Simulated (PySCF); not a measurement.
MgF2, SMILES [F][Mg][F]. Coordinates come from a ωB97X-D3(BJ)/def2-TZVP optimisation. The isomer is the one that the SMILES or the coordinates give; other isomers of the formula were not compared.

Level of theory: ωB97X-D3(BJ)/def2-TZVP in PySCF.

Harmonic wavenumbers (cm⁻¹): 160, 160, 561, 875. Rotational constants (GHz): 4.327 (linear); symmetry number 2.

### Question
Work out the zero-point energy and the ideal-gas rigid-rotor harmonic-oscillator thermochemistry at 298.15 K and 1 atm.

### Answer
ZPE = ½ Σ hcν = ½ × 1756 cm⁻¹ = 2.51 kcal/mol. H − E(el) = 5.52 kcal/mol. Entropy in cal/(mol K): translation 38.31, rotation 15.06, vibration 5.78, total 59.14. G − E(el) = -12.11 kcal/mol. Cp = 12.39 cal/(mol K).
